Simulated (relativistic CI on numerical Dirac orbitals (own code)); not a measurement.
**Slater and spin-orbit integrals, Te³⁷⁺**

These numbers are calculated, not measured: Dirac-Coulomb-Breit CI, separate exchange-only KLI orbitals for each configuration, QED by a radiative potential, unscaled Slater integrals (own radial code, finite nucleus).

Slater integrals F^k, G^k are unscaled and averaged over j, outside the closed core [Ne]; ζ comes from projecting the Hamiltonian with its Breit term on Σ l·s of the shell.

- 3s²3p³: F^2(3p,3p) = 352760, ζ(3p) = 362720 cm⁻¹; <r>(3p) = 0.2801, <r^2>(3p) = 0.09056 (bohr units).
- 3s3p⁴: F^2(3p,3p) = 352530, G^1(3s,3p) = 444520, ζ(3p) = 362560 cm⁻¹; <r>(3s) = 0.2889, <r^2>(3s) = 0.09504, <r>(3p) = 0.2803, <r^2>(3p) = 0.09068 (bohr units).
- 3s²3p²3d: F^2(3p,3p) = 352400, ζ(3p) = 362240, F^2(3p,3d) = 354500, G^1(3p,3d) = 371030, G^3(3p,3d) = 250260, ζ(3d) = 47816 cm⁻¹; <r>(3p) = 0.2804, <r^2>(3p) = 0.09075, <r>(3d) = 0.2477, <r^2>(3d) = 0.07084 (bohr units).

Averages of the first 10 configurations, taken without configuration mixing, which lowers the lowest level and can move excited configurations by several eV; other configurations of the list can lie among them:

```
Configuration  Parity  States  Average energy above the lowest level (eV)
       3s²3p³     odd      20                                        73.4
        3s3p⁴    even      30                                       230.4
     3s²3p²3d    even     150                                       255.3
          3p⁵     odd       6                                       402.6
      3s3p³3d     odd     400                                       405.8
        3p⁴3d    even     150                                       571.5
     3s3p²3d²    even    1350                                       587.1
    3s²3p3d4p    even     360                                      1455.2
        3p⁴4s    even      30                                      1530.0
    3s3p²3d4s    even     600                                      1537.0
```
